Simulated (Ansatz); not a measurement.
```xyz
2

C     0.0000    0.0000   -0.6329
N     0.0000    0.0000    0.6329
```

Basis set: 6-31G (spherical functions). Left uncorrelated: 2 orbitals. Correlation on ROHF uses semicanonical orbitals with singles. Charge 0, multiplicity 2.

Computed with Ansatz (development build ahead of 0.2.0); the reference of a correlated method needn't be the lowest determinant of its kind.

(1) Give the atomization energy at this shape (free ground-state atoms in the same class of orbitals less the molecule, no zero-point energy) of doublet CN by UHF-BCCD(T), ROHF-CCSD(T), UHF-CCSD(T).

Answers

(1)

```json
{"method": "UHF-BCCD(T)", "atomization energy": "592.8 kJ/mol"}
{"method": "ROHF-CCSD(T)", "atomization energy": "592.3 kJ/mol"}
{"method": "UHF-CCSD(T)", "atomization energy": "586.0 kJ/mol"}
```

Caution: the program doubts this total; the reference determinant was not shown to be the lowest. Caution for UHF-BCCD(T), UHF-CCSD(T): the unrestricted determinant is spin contaminated. Caution for ROHF-CCSD(T): an unrestricted determinant lies well below; other determinants can give a lower correlated total. Caution for UHF-CCSD(T): another reference gives a lower total.

This basis has no polarisation functions and is too small for such energies, which can lie far from measured ones in either direction.
